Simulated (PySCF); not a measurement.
CH₂I, SMILES [CH2]I, multiplicity 2. The structure is a stationary point at PBE-D3(BJ)/def2-TZVP. The isomer is the one that the SMILES or the coordinates give; other isomers of the formula were not compared. The def2 effective core potentials stand for the cores of I; spin–orbit coupling is left out.

Computed equilibrium geometry at PBE-D3(BJ)/def2-TZVP (PySCF confirms it by a frequency run) as a Z-matrix, and its point group:
point group C2v.
```
C
H 1 1.0854
H 1 1.0854 2 123.62
I 1 2.0411 2 118.19 3 180.00
```
Charge 0, spin multiplicity 2.
